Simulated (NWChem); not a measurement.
System: C₄H₃FO; SMILES Fc1ccco1

```xyz
9

F     -0.0288    -1.9726     0.0000
C      0.0879    -0.6724     0.0000
C      1.1739     0.1426     0.0000
C      0.6197     1.4665     0.0000
C     -0.7322     1.3221     0.0000
O     -1.0588     0.0001     0.0000
H      2.2169    -0.1608     0.0000
H      1.1685     2.4059     0.0000
H     -1.5661     2.0175     0.0000
```
Atoms are numbered in this order, from 1.

All runs use the structure optimised with PBE0/def2-SVP.

Question: Give the principal values of the shielding tensors (ppm) of F1, C2, C3, C4, C5 from PBE/pcSseg-1, GIAO (NWChem), with their diamagnetic and paramagnetic parts as GIAO splits them.

Answer: 
```tsv
atom	σ11	σ22	σ33	isotropic	diamagnetic	paramagnetic
F1	191.3	293.0	355.0	279.8	474.1	-194.3
C2	-41.2	44.2	46.0	16.3	248.7	-232.3
C3	46.4	80.1	160.8	95.8	253.2	-157.4
C4	-17.5	60.3	152.4	65.1	251.2	-186.2
C5	-21.3	63.6	102.4	48.3	251.0	-202.7
```
